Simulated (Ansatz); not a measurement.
CHF2 (SMILES F[CH-]F), charge -1, singlet, at a GFN2-xTB geometry (a gas-phase anion, which may not be bound at this level); CCSD on PBE0/cc-pVTZ (Ansatz, an electronic-structure program).

Input for Ansatz:
Ansatz 0.2 input:
```yaml
crystal:
  periodic: [false, false, false]
  atoms:
    - {symbol: C, position_ang: [-0.12204909, -0.00422136, 0.64509125]}
    - {symbol: F, position_ang: [-0.02347795, 1.13289904, -0.27210005]}
    - {symbol: F, position_ang: [0.00314120, -1.13074558, -0.28187669]}
    - {symbol: H, position_ang: [0.91532526, 0.00594698, 1.11524321]}
basis:
  gaussian:
    orbitals: cc-pVTZ
hamiltonian:
  xc: pbe0
total_charge: -1
magnetization: {spin_polarized: false}
correlation: {method: ccsd}
```

What the program printed (banner, timings and long lists left out):

```
Functional definition: PBE0
642 factors; integrals over basis functions are off by at most 8.0e-4 eV
mean field evaluation 1: about -6479.0655 eV, gradient 3.5e1 eV
mean field evaluation 2: about -6479.0661 eV, gradient 3.5e1 eV
mean field evaluation 4: about -6481.0225 eV, gradient 3.4e0 eV
mean field evaluation 8: about -6481.0427 eV, gradient 3.1e-2 eV
mean field evaluation 16: about -6481.0427 eV, gradient 4.1e-6 eV
mean field -6481.04267088 eV, -238.1739251463 hartree, gradient 3.7e-6 eV, S^2 0.000000; 0 other end points of the search recorded, 0 dependent functions left out
3 core orbitals not correlated
reference -6457.30532306 eV, -237.3015937039 hartree; 10, 10 occupied and 91, 91 virtual orbitals, 642 factors
second order -19.15677411 eV of doubles, -0.43228151 eV of singles
cycle   1  -18.58585120 eV  change    9.8e-1 eV  update   1.0e-1
cycle   2  -19.05163222 eV  change   -4.7e-1 eV  update   3.9e-2
cycle   3  -19.16791683 eV  change   -1.2e-1 eV  update   8.9e-3
cycle   4  -19.16089988 eV  change    7.0e-3 eV  update   2.6e-3
cycle   5  -19.15981677 eV  change    1.1e-3 eV  update   7.1e-4
cycle   6  -19.16065856 eV  change   -8.4e-4 eV  update   3.1e-4
cycle   7  -19.16046943 eV  change    1.9e-4 eV  update   9.5e-5
cycle   8  -19.16046470 eV  change    4.7e-6 eV  update   3.8e-5
cycle   9  -19.16048811 eV  change   -2.3e-5 eV  update   1.4e-5
Total energy: -6476.46581117 eV, -238.0057286544 hartree
```
